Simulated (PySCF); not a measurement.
The PySCF input:
```python
from pyscf import gto, scf, dft

mol = gto.M(
    atom='''
O     1.42427737   -0.24577043    0.00533465
Si   -0.01222762    0.33847329    0.01337146
O    -1.40287903   -0.34655783   -0.02873470
''',
    basis='pcseg-1',
    charge=-1,
    spin=1,
    verbose=4,
)

mf = dft.UKS(mol)
mf.xc = 'pbe0'
mf.disp = 'd4'
mf.kernel()
```

Task: Estimate the nuclear repulsion energy that PBE0-D4/pcseg-1 (PySCF) returns for this input.

Result: 88.4065 Eh

Task: Estimate the number of basis functions that PBE0-D4/pcseg-1 returns for this input.

Result: 46

Task: What is the computed Mulliken (on the basis functions themselves) charges in atom order (PBE0-D4/pcseg-1)?

Result: O1 -0.68, Si2 0.36, O3 -0.68

Task: Give the <S^2> at the level PBE0-D4/pcseg-1.

Result: 0.754

These values belong to the state on which the SCF converged, which isn't shown to be the lowest.
